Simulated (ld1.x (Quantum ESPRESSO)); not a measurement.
## Which change was made? (Pt, TM)

```
Element                 : platinum
Generator               : ld1.x (Quantum ESPRESSO) 7.5
Type                    : norm-conserving Troullier–Martins (Kleinman–Bylander form)
Functional              : PBE
Relativity              : non-relativistic
Frozen core             : [Xe] 4f14
Valence charge          : 10
Reference configuration : 5d9 6s0.75 6p0 (charge +0.25)
Partial waves           : 6p (bound, empty): rc 3.45 bohr; 5d (bound): rc 1.30 bohr; 6s (bound): rc 2.80 bohr
Local potential         : the s channel
Core correction         : Bessel-smoothed model core, default radius (core density twice the valence density)
```

Cutoffs, loose and tight: the cutoffs (Ry, on a coarse ladder) from which the occupation-weighted sum of valence levels, in a spherical-Bessel basis at the reference potential, stays within 10 and 1 mRy of its value at 400 Ry. They do not see the model core or the augmentation charge, which bear on the density cutoff. Test errors are all-electron minus pseudo excitation energies from the reference, over the configurations 5d9 6s1 6p0; 5d9 6s0 6p0; 5d8 6s0 6p0; 5d8 6s1 6p0; 5d9.5 6s0.5 6p0; 5d9 6s0.5 6p0; 5d8 6s1 6p1; variants that change the core or the reference have their own tests. The largest error is taken over the tests solved by every variant that gives reliable tests at all, those not shown here included: 5d8 6s0 6p0; 5d8 6s1 6p1; 5d9 6s0 6p0; 5d9 6s0.5 6p0; 5d9.5 6s0.5 6p0.

The base gives: outcome: generated; cutoff, loose: 60 Ry; cutoff, tight: 80 Ry; bound ghosts: none; largest test error (meV): -134.

Task: After one change the result is: outcome: generated; cutoff, loose: 200 Ry; cutoff, tight: over 300 Ry; bound ghosts: none; largest test error (meV): -117. Which change was it?
A. all radii but the core radius scaled by about 0.74 (s 2.08, p 2.56, d 0.96 bohr)
B. all radii but the core radius scaled by about 1.40 (s 3.92, p 4.82, d 1.82 bohr)
C. all radii but the core radius scaled by about 0.84 (s 2.36, p 2.90, d 1.10 bohr)
D. all radii but the core radius scaled by about 0.95 (s 2.66, p 3.28, d 1.24 bohr)

Result: A. The others give: all radii but the core radius scaled by about 0.84 (s 2.36, p 2.90, d 1.10 bohr) → outcome: generated; cutoff, loose: 120 Ry; cutoff, tight: 230 Ry; bound ghosts: none; largest test error (meV): -138 | all radii but the core radius scaled by about 1.40 (s 3.92, p 4.82, d 1.82 bohr) → outcome: generated; cutoff, loose: 40 Ry; cutoff, tight: 50 Ry; bound ghosts: none; largest test error (meV): -240 | all radii but the core radius scaled by about 0.95 (s 2.66, p 3.28, d 1.24 bohr) → outcome: generated; cutoff, loose: 45 Ry; cutoff, tight: 80 Ry; bound ghosts: none; largest test error (meV): -138.
